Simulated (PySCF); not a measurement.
Shapes and spin states of CoCl₂

Computed with B3LYP/[Co def2-TZVP, Cl def2-TZVP], no relativity, density fitting, PySCF.

Relaxations began from a few typed shapes and spin states; open shells are unrestricted. The search is not exhaustive: other isomers or separated fragments can lie lower, and high-lying points may rest on an excited occupation.

| spin | group | bonds | angles | imaginary modes (cm⁻¹) | ΔE (kJ/mol) | ΔE with ZPE (kJ/mol) |
| --- | --- | --- | --- | --- | --- | --- |
| quartet | D∞h | Co–Cl 2.100 Å (×2) | Cl–Co–Cl 180.0° | none | 0.0 | 0.0 |
| broken-symmetry Ms = 1/2 (⟨S²⟩ 1.69) | D∞h | Co–Cl 2.091 Å (×2) | Cl–Co–Cl 180.0° | none | 96.1 | 95.9 |

The lowest minimum found is the quartet D∞h: Co–Cl 2.100 Å (×2); Cl–Co–Cl 180.0°.

Formally Co is in oxidation state +2, d7, with 3 unpaired electrons (the high-spin count). The Mulliken spin on Co is 2.65. The polar-tensor charge on Co, 1.08, is far below the formal one.

For the lowest minimum: with open d or f shells other occupations or spin states may lie lower.

The electron or spin density has lower symmetry than the nuclear frame for the broken-symmetry Ms = 1/2 (⟨S²⟩ 1.69) D∞h at 96.1 kJ/mol.
